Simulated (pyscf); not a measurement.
# HZn–CH₂–SeH, singlet

Gas-phase minimum from PySCF at ωB97X-D3(BJ)/def2-SVP, one conformer. HZn–CH₂–SeH lies 39.6 kcal/mol over its isomer H₃C–Zn–SeH (electronic energy, ωB97M-D3(BJ)/def2-TZVP). 

```
C
H 1 1.0993
H 1 1.1020 2 107.50
Zn 1 1.9434 2 118.86 3 -127.69
H 4 1.5408 3 157.09 1 -172.49
Se 1 1.9645 2 109.71 3 112.60
H 6 1.4689 1 96.63 2 73.85
```

Properties at ωB97X-D3(BJ)/def2-SVP:

```yaml
harmonic_wavenumbers_unscaled: 79, 161, 414, 448, 554, 625, 655, 817, 1065, 1090, 1409, 1891, 2474, 3108, 3180 cm⁻¹
zero_point_energy: 25.7 kcal/mol
rotational_symmetry_number: 1
Entropy of this conformer at 298 K and 1 atm, rigid rotor and harmonic oscillator, modes under 100 cm⁻¹ raised to 100: 322.5 J/(mol K)
dipole_moment: 1.36 D
```

Single-point totals, which compare only within one level:

```
level                   total energy (hartree)
----------------------  ----------------------
ωB97X-D3(BJ)/def2-TZVP             -4221.36871
PBE/def2-TZVP                      -4220.76246
r²SCAN/def2-TZVP                   -4221.39749
B3LYP-D3(BJ)/def2-TZVP             -4221.55015
PBE0-D3(BJ)/def2-TZVP              -4220.86861
M06-2X/def2-TZVP                   -4221.41811
ωB97M-D3(BJ)/def2-TZVP             -4221.49816
```

Soft torsions are taken as harmonic, which can shift the entropy by several J/(mol K). Elements up to Kr have no core potential and no relativistic terms here.
